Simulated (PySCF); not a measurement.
## Working out the ionisation energy of Lu⁺

Lu⁺ [Xe] 4f14 6s2 (1S) → Lu²⁺ [Xe] 4f14 6s1 (2S). All numbers are calculated (PySCF 2.14, the spin-free X2C one-electron Hamiltonian (Gaussian nucleus), in cc-pVDZ-X2C). Frozen: [Kr] 4d10. Energies in hartree (1 hartree = 27.21139 eV):

```json
{"part": "UHF", "Lu⁺ (lower)": "-14558.014881", "Lu²⁺ (upper)": "-14557.550659"}
{"part": "CCSD correlation", "Lu⁺ (lower)": "-0.896938", "Lu²⁺ (upper)": "-0.856020"}
{"part": "(T)", "Lu⁺ (lower)": "-0.024715", "Lu²⁺ (upper)": "-0.020958"}
```

Question: What does Hartree-Fock give?

Answer: (-14557.550659) − (-14558.014881) = 0.464222 hartree = 12.632 eV.

Question: What do CCSD and CCSD(T) give?

Answer: The CCSD correlation energies differ by 0.040918 hartree = 1.113 eV and the triples by 0.003757 hartree = 0.102 eV, so CCSD gives 13.745 eV and CCSD(T) 13.847 eV.

A first-order spin-orbit estimate adds 0.000 eV to CCSD(T) (valence), giving 13.847 eV against 14.13 ± 0.05 eV (semi-empirical (NIST evaluation); NIST Atomic Spectra Database, ionization energies).

A double-zeta basis recovers only part of the correlation energy.

What remains against the reference includes basis incompleteness, the frozen core and higher excitations.
